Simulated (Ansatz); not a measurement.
Si50H52, a nanocrystal cut from cubic silicon, relaxed as a singlet with RKS PBE-D4/def2-SVP in Ansatz, starting from a model built from a lattice or polyhedron. Force threshold 0.03 eV/Å.

Single mean-field runs in def2-SVP are fitted with def2-universal-jkfit.

Start:

```xyz
102

Si    3.411    4.340    1.699
Si    5.125    1.198    0.307
Si    1.854    2.244    4.513
Si    3.538   -0.894    3.098
Si    2.892    3.363   -1.975
Si   -0.388    4.400    2.230
Si   -0.913    3.418   -1.426
Si    4.570    0.200   -3.364
Si    3.041   -1.852   -0.563
Si    0.777    0.266   -2.833
Si    2.447   -2.868   -4.275
Si    1.282    1.246    0.823
Si   -0.251   -0.817    3.637
Si   -2.485    1.326    1.361
Si   -0.792   -1.821   -0.038
Si   -1.947    2.300    5.038
Si   -4.066   -0.805    4.183
Si    0.917   -4.989   -1.438
Si    1.422   -3.972    2.228
Si   -2.358   -3.919    2.764
Si   -1.452    2.413   -5.114
Si   -1.314   -2.828   -3.700
Si   -3.015    0.302   -2.315
Si   -4.594   -1.802    0.509
Si   -2.891   -4.936   -0.885
Si    3.119    5.166   -0.516
Si    4.806    2.032   -1.889
Si    1.557    3.086    2.295
Si    3.240   -0.093    0.896
Si    3.779    0.908    4.587
Si   -0.028    0.958    5.115
Si    1.702   -2.202    3.695
Si    1.025    2.070   -1.370
Si   -1.235    4.239   -3.612
Si    0.463    1.077   -5.007
Si   -0.676    5.226    0.029
Si   -2.267    3.113    2.836
Si   -2.800    2.131   -0.803
Si    2.713   -1.073   -2.771
Si    1.128   -3.156    0.044
Si   -1.091   -1.008   -2.267
Si    0.604   -4.205   -3.634
Si   -0.534   -0.035    1.455
Si   -2.122   -2.121    4.268
Si   -4.351    0.021    1.998
Si   -2.643   -3.116    0.583
Si   -0.418   -5.260    2.833
Si   -3.346    1.131   -4.495
Si   -3.204   -4.108   -3.092
Si   -4.890   -0.976   -1.691
H     4.609    3.530    1.722
H     3.560    5.479    2.637
H     5.293    2.316    1.189
H     6.308    0.369    0.336
H     1.998    3.365    5.432
H     4.729   -1.749    3.146
H     2.701    3.866   -3.319
H    -0.240    5.518    3.156
H     5.792   -0.619   -3.325
H     4.392    0.716   -4.703
H     4.202   -2.717   -0.544
H     3.638   -3.726   -4.235
H     2.307   -2.378   -5.606
H    -1.818    3.426    5.972
H    -3.116    1.546    5.410
H    -3.892    0.312    5.117
H    -5.232   -1.565    4.576
H     2.066   -5.793   -1.411
H    -0.230   -5.774   -1.068
H     2.612   -4.804    2.254
H    -3.517   -4.721    3.146
H    -1.629    2.923   -6.459
H    -1.509   -2.320   -5.053
H    -5.754   -2.569    0.900
H    -1.697   -5.751   -0.856
H    -4.050   -5.699   -0.510
H     4.279    5.975   -0.862
H     1.938    5.991   -0.566
H     5.972    2.807   -2.300
H     4.936    1.710    4.174
H     3.966    0.413    5.927
H     0.193    0.438    6.484
H     1.885   -2.689    5.074
H    -0.075    5.024   -4.005
H    -2.424    5.064   -3.662
H     1.629    1.890   -5.407
H     0.329   -0.032   -5.956
H     0.468    6.033   -0.353
H    -1.878    6.063    0.001
H    -3.435    3.927    2.805
H    -3.952    2.940   -0.881
H     0.424   -5.278   -4.581
H    -1.932   -2.639    5.577
H    -5.552    0.834    1.940
H    -0.230   -5.785    4.191
H    -0.573   -6.394    1.923
H    -4.496    1.963   -4.529
H    -3.494    0.018   -5.397
H    -4.386   -3.294   -3.141
H    -3.351   -5.255   -4.002
H    -6.076   -0.140   -1.724
H    -5.031   -2.083   -2.588
```

| step | energy (eV) | largest force component (eV/Å) | SCF passes |
| --- | --- | --- | --- |
| 1 | -394431.1646 | 2.067 | 23 |
| 2 | -394433.6373 | 0.726 | 22 |
| 3 | -394434.2240 | 0.303 | 21 |
| 4 | -394434.3741 | 0.043 | 22 |
| 5 | -394434.3805 | 0.030 | 22 |

Force components are those of the run's own axes.

End:

```xyz
102

Si    3.315    4.511    1.752
Si    5.194    1.038    0.205
Si    1.858    2.263    4.481
Si    3.539   -0.891    3.104
Si    2.907    3.343   -1.960
Si   -0.420    4.418    2.235
Si   -0.921    3.420   -1.425
Si    4.565    0.207   -3.419
Si    2.989   -1.877   -0.570
Si    0.767    0.267   -2.824
Si    2.478   -2.854   -4.277
Si    1.319    1.268    0.831
Si   -0.275   -0.830    3.635
Si   -2.488    1.303    1.399
Si   -0.800   -1.843   -0.039
Si   -1.843    2.456    5.110
Si   -4.163   -0.953    4.158
Si    1.105   -4.970   -1.477
Si    1.429   -3.988    2.237
Si   -2.366   -3.941    2.746
Si   -1.442    2.412   -5.120
Si   -1.312   -2.849   -3.692
Si   -3.037    0.314   -2.293
Si   -4.623   -1.754    0.510
Si   -3.092   -4.904   -0.881
Si    3.325    5.156   -0.516
Si    4.837    1.995   -1.918
Si    1.522    3.090    2.301
Si    3.247   -0.074    0.916
Si    3.808    0.945    4.554
Si   -0.011    0.977    5.121
Si    1.659   -2.171    3.720
Si    1.014    2.086   -1.346
Si   -1.212    4.214   -3.620
Si    0.489    1.070   -5.016
Si   -0.878    5.232    0.075
Si   -2.265    3.112    2.888
Si   -2.775    2.113   -0.799
Si    2.702   -1.069   -2.761
Si    1.132   -3.179    0.048
Si   -1.107   -1.026   -2.217
Si    0.637   -4.169   -3.643
Si   -0.552   -0.029    1.445
Si   -2.132   -2.141    4.250
Si   -4.365    0.027    2.027
Si   -2.691   -3.097    0.571
Si   -0.442   -5.298    2.807
Si   -3.312    1.131   -4.482
Si   -3.105   -4.279   -3.155
Si   -4.991   -0.805   -1.611
H     4.627    3.848    2.082
H     3.200    5.742    2.619
H     5.655    2.064    1.206
H     6.281   -0.004    0.084
H     1.991    3.436    5.426
H     4.773   -1.765    3.129
H     2.712    3.860   -3.368
H    -0.238    5.559    3.212
H     5.789   -0.677   -3.408
H     4.359    0.713   -4.825
H     4.229   -2.740   -0.507
H     3.744   -3.677   -4.252
H     2.295   -2.310   -5.672
H    -1.457    3.689    5.893
H    -3.058    1.857    5.767
H    -4.271    0.065    5.263
H    -5.295   -1.938    4.328
H     2.492   -5.568   -1.479
H     0.142   -6.052   -1.062
H     2.687   -4.827    2.271
H    -3.583   -4.750    3.136
H    -1.635    2.937   -6.526
H    -1.498   -2.320   -5.096
H    -5.799   -2.608    0.929
H    -2.060   -5.981   -0.672
H    -4.436   -5.489   -0.518
H     4.682    5.723   -0.859
H     2.310    6.250   -0.725
H     6.028    2.843   -2.303
H     5.008    1.758    4.138
H     4.031    0.459    5.965
H     0.208    0.422    6.511
H     1.829   -2.683    5.133
H    -0.025    5.063   -4.003
H    -2.446    5.083   -3.670
H     1.704    1.872   -5.413
H     0.365   -0.097   -5.965
H     0.103    6.291   -0.356
H    -2.255    5.851    0.073
H    -3.525    3.944    2.814
H    -4.018    2.974   -0.850
H     0.456   -5.334   -4.591
H    -1.897   -2.673    5.646
H    -5.584    0.920    1.970
H    -0.273   -5.863    4.196
H    -0.579   -6.449    1.841
H    -4.558    1.981   -4.538
H    -3.495   -0.031   -5.427
H    -4.423   -3.629   -3.484
H    -2.984   -5.520   -4.007
H    -6.084    0.232   -1.493
H    -5.435   -1.826   -2.626
```

By distances, no bond broke or formed. The bond that changes most is Si18–H68, from 1.40 to 1.51 Å (atoms count from 1).

No frequencies were taken in this run, so the end may be a saddle point.

Run time 60 s (11 threads of AMD EPYC 7R13 on a shared host and a whole NVIDIA H100 80GB HBM3), peak host memory 2.1 GiB.
